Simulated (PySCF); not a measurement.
How methods differ on the ionisation energy of Be+

Be+ [He] 2s1 (2S) → Be(2+) 1s2 (1S), as a difference of total energies. Computed with PySCF 2.14 in x2c-SVPall (3s2p, 9 functions), with scalar relativity by spin-free X2C-1e. The calculations carry no spin-orbit coupling.

```csv
method,ionisation energy (eV),error (eV)
UHF,17.857,-0.354
LDA,18.005,-0.206
M06-2X,18.051,-0.160
```

Reference: 18.211 eV (measured; NIST Atomic Spectra Database, ionization energies).
